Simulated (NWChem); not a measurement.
The numbers come from NWChem runs, not from measurements. System: C₄H₁₀Be, charge 0, spin multiplicity 1, displaced from the optimised geometry. The structure started from a generated list of species. Level: BP86/def2-SVP.

Input file:

```
start mol
memory heap 200 mb stack 900 mb global 1100 mb
geometry units angstroms nocenter noautoz
  Be     0.000000     0.000000     0.204521
  C      0.763713     1.542927     0.206647
  C      2.274855     1.614738    -0.231089
  H      0.653934     1.992656     1.239571
  H      0.153542     2.229936    -0.455105
  H      2.426108     1.237669    -1.280658
  H      2.934841     0.992308     0.435038
  H      2.681209     2.664629    -0.201233
  C     -0.763713    -1.542927     0.206647
  C     -2.274855    -1.614738    -0.231089
  H     -0.653934    -1.992656     1.239571
  H     -0.153542    -2.229936    -0.455105
  H     -2.426108    -1.237669    -1.280658
  H     -2.934841    -0.992308     0.435038
  H     -2.681209    -2.664629    -0.201233
  symmetry group C2
end
basis spherical
  * library def2-svp
end
dft
  xc becke88 perdew86
  semidirect memsize 60000000 filesize 0
  iterations 100
  vectors input hcore
end
task dft gradient
```

Part of the output:

```
             Northwest Computational Chemistry Package (NWChem) 7.3.0
             --------------------------------------------------------

                                NWChem Input Module
                                -------------------

 Scaling coordinates for geometry "geometry" by  1.889725989
 (inverse scale =  0.529177249)

 Turning off AUTOSYM since
 SYMMETRY directive was detected!

                             Geometry "geometry" -> ""
                             -------------------------

 Output coordinates in angstroms (scale by  1.889725989 to convert to a.u.)

  No.       Tag          Charge          X              Y              Z
 ---- ---------------- ---------- -------------- -------------- --------------
    1 Be                   4.0000     0.00000000     0.00000000     0.20452100
    2 C                    6.0000     0.76371300     1.54292700     0.20664700
    3 C                    6.0000     2.27485500     1.61473800    -0.23108900
    4 H                    1.0000     0.65393400     1.99265600     1.23957100
    5 H                    1.0000     0.15354200     2.22993600    -0.45510500
    6 H                    1.0000     2.42610800     1.23766900    -1.28065800
    7 H                    1.0000     2.93484100     0.99230800     0.43503800
    8 H                    1.0000     2.68120900     2.66462900    -0.20123300
    9 C                    6.0000    -0.76371300    -1.54292700     0.20664700
   10 C                    6.0000    -2.27485500    -1.61473800    -0.23108900
   11 H                    1.0000    -0.65393400    -1.99265600     1.23957100
   12 H                    1.0000    -0.15354200    -2.22993600    -0.45510500
   13 H                    1.0000    -2.42610800    -1.23766900    -1.28065800
   14 H                    1.0000    -2.93484100    -0.99230800     0.43503800
   15 H                    1.0000    -2.68120900    -2.66462900    -0.20123300

 Effective nuclear repulsion energy (a.u.)     135.5606307135

            Nuclear Dipole moment (a.u.)
            ----------------------------
        X                 Y               Z
 ---------------- ---------------- ----------------
     0.0000000000    -0.0000000000     0.0000113384

      Symmetry information
      --------------------

 Group name             C2
 Group number              4
 Group order               2
 No. of unique centers     8

      Symmetry unique atoms

     1    2    3    4    5    6    7    8


 Summary of "ao basis" -> "" (spherical)
 ------------------------------------------------------------------------------
       Tag                 Description            Shells   Functions and Types
 ---------------- ------------------------------  ------  ---------------------
 *                          def2-svp                  on all atoms

  perdew86 is a nonlocal functional; adding perdew81 local functional.

                                 NWChem DFT Module
                                 -----------------

 Summary of "ao basis" -> "ao basis" (spherical)
 ------------------------------------------------------------------------------
       Tag                 Description            Shells   Functions and Types
 ---------------- ------------------------------  ------  ---------------------
 Be                         def2-svp                 5        9   3s2p
 C                          def2-svp                 6       14   3s2p1d
 H                          def2-svp                 3        5   2s1p

 Summary of "ao basis" -> "ao basis" (spherical)
 ------------------------------------------------------------------------------
       Tag                 Description            Shells   Functions and Types
 ---------------- ------------------------------  ------  ---------------------
 Be                         def2-svp                 5        9   3s2p
 C                          def2-svp                 6       14   3s2p1d
 H                          def2-svp                 3        5   2s1p

      Symmetry analysis of basis
      --------------------------

        a          58
        b          57

            General Information
            -------------------
          SCF calculation type: DFT
          Wavefunction type:  closed shell.
          No. of atoms     :    15
          No. of electrons :    38
           Alpha electrons :    19
            Beta electrons :    19
          Charge           :     0
          Spin multiplicity:     1
          Use of symmetry is: on ; symmetry adaption is: on
          Maximum number of iterations: 100
          AO basis - number of functions:   115
                     number of shells:    59
          Convergence on energy requested:  1.00D-06
          Convergence on density requested:  1.00D-05
          Convergence on gradient requested:  5.00D-04

              XC Information
              --------------
                    Becke 1988 Exchange Functional  1.000
                Perdew 1981 Correlation Functional  1.000 local
                Perdew 1986 Correlation Functional  1.000 non-local

             Grid Information
             ----------------
          Grid used for XC integration:  medium
          Radial quadrature: Mura-Knowles
          Angular quadrature: Lebedev.
          Tag              B.-S. Rad. Rad. Pts. Rad. Cut. Ang. Pts.
          ---              ---------- --------- --------- ---------
          Be                  1.05       49          10.0       434
          C                   0.70       49          14.0       434
          H                   0.35       45          15.0       434
[...]
 Nuclear repulsion energy =      135.560630713475

 Numeric. integr. density =       37.999986193313

     Total iterative time =      4.4s

                  Occupations of the irreducible representations
                  ----------------------------------------------

                     irrep           alpha         beta
                     --------     --------     --------
                     a                10.0         10.0
                     b                 9.0          9.0

                       DFT Final Molecular Orbital Analysis
                       ------------------------------------

 Vector   17  Occ=2.000000D+00  E=-2.900954D-01  Symmetry=b
              MO Center=  1.0D-13,  1.1D-13,  2.7D-02, r^2= 7.2D+00
   Bfn.  Coefficient  Atom+Function         Bfn.  Coefficient  Atom+Function
  ----- ------------  ---------------      ----- ------------  ---------------
    15      0.217465   2 C  pz               68     -0.217465   9 C  pz
    29     -0.198431   3 C  pz               82      0.198431  10 C  pz
    38      0.188047   4 H  s                91     -0.188047  11 H  s
    43     -0.175240   5 H  s                96      0.175240  12 H  s
    48      0.171471   6 H  s               101     -0.171471  13 H  s

 Vector   18  Occ=2.000000D+00  E=-2.480935D-01  Symmetry=a
              MO Center= -2.3D-14, -3.1D-14,  1.1D-01, r^2= 5.2D+00
   Bfn.  Coefficient  Atom+Function         Bfn.  Coefficient  Atom+Function
  ----- ------------  ---------------      ----- ------------  ---------------
     2      0.337352   1 Be s                14     -0.271018   2 C  py
    67      0.271018   9 C  py                1     -0.196709   1 Be s
    17     -0.177984   2 C  py               70      0.177984   9 C  py
    58      0.157797   8 H  s               111      0.157797  15 H  s
    28      0.141544   3 C  py               81     -0.141544  10 C  py

 Vector   19  Occ=2.000000D+00  E=-2.262063D-01  Symmetry=b
              MO Center=  2.3D-14,  3.3D-14,  1.4D-01, r^2= 4.7D+00
   Bfn.  Coefficient  Atom+Function         Bfn.  Coefficient  Atom+Function
  ----- ------------  ---------------      ----- ------------  ---------------
     5      0.367870   1 Be py               14      0.315683   2 C  py
    67      0.315683   9 C  py                4      0.196978   1 Be px
    58     -0.145954   8 H  s               111      0.145954  15 H  s
    17      0.127766   2 C  py               70      0.127766   9 C  py
    28     -0.111829   3 C  py               81     -0.111829  10 C  py

 Vector   20  Occ=0.000000D+00  E=-2.623003D-02  Symmetry=b
              MO Center= -2.0D-14, -4.8D-15,  1.9D-01, r^2= 4.6D+00
   Bfn.  Coefficient  Atom+Function         Bfn.  Coefficient  Atom+Function
  ----- ------------  ---------------      ----- ------------  ---------------
    26      0.527526   3 C  s                79     -0.527526  10 C  s
     7     -0.490191   1 Be px                4      0.462214   1 Be px
     8      0.307111   1 Be py               59     -0.243407   8 H  s
   112      0.243407  15 H  s                 5     -0.218223   1 Be py
    44     -0.209119   5 H  s                97      0.209119  12 H  s

 Vector   21  Occ=0.000000D+00  E=-1.756436D-02  Symmetry=a
              MO Center= -8.0D-16, -4.3D-15,  5.0D-02, r^2= 3.9D+00
   Bfn.  Coefficient  Atom+Function         Bfn.  Coefficient  Atom+Function
  ----- ------------  ---------------      ----- ------------  ---------------
     9      0.631561   1 Be pz                6     -0.532573   1 Be pz
    39     -0.291542   4 H  s                92     -0.291542  11 H  s
    26      0.226001   3 C  s                79      0.226001  10 C  s
    44      0.177829   5 H  s                97      0.177829  12 H  s
    49     -0.158278   6 H  s               102     -0.158278  13 H  s

 Vector   22  Occ=0.000000D+00  E= 4.412912D-03  Symmetry=a
              MO Center=  1.1D-14, -3.3D-14,  3.5D-01, r^2= 7.4D+00
   Bfn.  Coefficient  Atom+Function         Bfn.  Coefficient  Atom+Function
  ----- ------------  ---------------      ----- ------------  ---------------
     3      1.260970   1 Be s                12     -0.847036   2 C  s
    65     -0.847036   9 C  s                26     -0.327898   3 C  s
    79     -0.327898  10 C  s                44      0.251565   5 H  s
    97      0.251565  12 H  s                39      0.204265   4 H  s
    92      0.204265  11 H  s                11     -0.195346   2 C  s

 center of mass
 --------------
 x =   0.00000000 y =  -0.00000000 z =   0.02049678

 moments of inertia (a.u.)
 ------------------
         596.659654410421        -521.659008431886           0.000000000000
        -521.659008431886         688.435935945727           0.000000000000
           0.000000000000           0.000000000000        1213.966138593312

     Multipole analysis of the density
     ---------------------------------

     L   x y z        total         alpha         beta         nuclear
     -   - - -        -----         -----         ----         -------
     0   0 0 0     -0.000000    -19.000000    -19.000000     38.000000

     1   1 0 0     -0.000000     -0.000000     -0.000000      0.000000
     1   0 1 0      0.000000      0.000000      0.000000     -0.000000
     1   0 0 1      0.024714      0.012351      0.012351      0.000011

     2   2 0 0    -26.089922   -215.484008   -215.484008    404.878095
     2   1 1 0     -1.313946   -157.122284   -157.122284    312.930621
     2   1 0 1      0.000000      0.000000      0.000000      0.000000
     2   0 2 0    -26.685641   -186.496784   -186.496784    346.307927
     2   0 1 1      0.000000      0.000000      0.000000     -0.000000
     2   0 0 2    -24.671177    -27.597542    -27.597542     30.523907

            General Information
            -------------------
          SCF calculation type: DFT
          Wavefunction type:  closed shell.
          No. of atoms     :    15
          No. of electrons :    38
           Alpha electrons :    19
            Beta electrons :    19
          Charge           :     0
          Spin multiplicity:     1
          Use of symmetry is: on ; symmetry adaption is: on
          Maximum number of iterations: 100
          AO basis - number of functions:   115
                     number of shells:    59
          Convergence on energy requested:  1.00D-06
          Convergence on density requested:  1.00D-05
          Convergence on gradient requested:  5.00D-04

              XC Information
              --------------
                    Becke 1988 Exchange Functional  1.000
                Perdew 1981 Correlation Functional  1.000 local
                Perdew 1986 Correlation Functional  1.000 non-local

             Grid Information
             ----------------
          Grid used for XC integration:  medium
          Radial quadrature: Mura-Knowles
          Angular quadrature: Lebedev.
          Tag              B.-S. Rad. Rad. Pts. Rad. Cut. Ang. Pts.
          ---              ---------- --------- --------- ---------
          Be                  1.05       49          10.0       434
          C                   0.70       49          14.0       434
          H                   0.35       45          15.0       434
          Grid pruning is: on
          Number of quadrature shells:   372
          Spatial weights used:  Erf1

          Convergence Information
          -----------------------
          Convergence aids based upon iterative change in
          total energy or number of iterations.
          Levelshifting, if invoked, occurs when the
          HOMO/LUMO gap drops below (HL_TOL):  1.00D-02
          DIIS, if invoked, will attempt to extrapolate
          using up to (NFOCK): 10 stored Fock matrices.

                    Damping( 0%)  Levelshifting(0.5)       DIIS
                  --------------- ------------------- ---------------
          dE  on:    start            ASAP                start
          dE off:    2 iters        100 iters           100 iters

      Screening Tolerance Information
      -------------------------------
          Density screening/tol_rho:  1.00D-10
          AO Gaussian exp screening on grid/accAOfunc:  14
          CD Gaussian exp screening on grid/accCDfunc:  20
          XC Gaussian exp screening on grid/accXCfunc:  20
          Schwarz screening/accCoul:  1.00D-08

                            NWChem DFT Gradient Module
                            --------------------------

  charge          =   0.00
  wavefunction    = closed shell

  Using symmetry

                         DFT ENERGY GRADIENTS

    atom               coordinates                        gradient
                 x          y          z           x          y          z
   1 Be      0.000000   0.000000   0.386489    0.000000   0.000000   0.000183
   2 C       1.443208   2.915709   0.390506   -0.003103  -0.001157   0.000938
   3 C       4.298853   3.051412  -0.436695    0.002692   0.000281  -0.000806
   4 H       1.235756   3.765574   2.342450   -0.001100   0.002973   0.007324
   5 H       0.290152   4.213968  -0.860024   -0.004657   0.004544  -0.004641
   6 H       4.584679   2.338855  -2.420093    0.001476  -0.002748  -0.007864
   7 H       5.546045   1.875190   0.822103    0.005241  -0.004575   0.004821
   8 H       5.066750   5.035419  -0.380275    0.003266   0.007615   0.000135
   9 C      -1.443208  -2.915709   0.390506    0.003103   0.001157   0.000938
  10 C      -4.298853  -3.051412  -0.436695   -0.002692  -0.000281  -0.000806
  11 H      -1.235756  -3.765574   2.342450    0.001100  -0.002973   0.007324
  12 H      -0.290152  -4.213968  -0.860024    0.004657  -0.004544  -0.004641
  13 H      -4.584679  -2.338855  -2.420093   -0.001476   0.002748  -0.007864
  14 H      -5.546045  -1.875190   0.822103   -0.005241   0.004575   0.004821
  15 H      -5.066750  -5.035419  -0.380275   -0.003266  -0.007615   0.000135

                 ----------------------------------------
                 |  Time  |  1-e(secs)   |  2-e(secs)   |
                 ----------------------------------------
                 |  CPU   |       0.01   |       0.94   |
                 ----------------------------------------
                 |  WALL  |       0.01   |       0.94   |
                 ----------------------------------------

 Task  times  cpu:        6.0s     wall:        6.0s

 Total times  cpu:        6.0s     wall:        6.0s
```
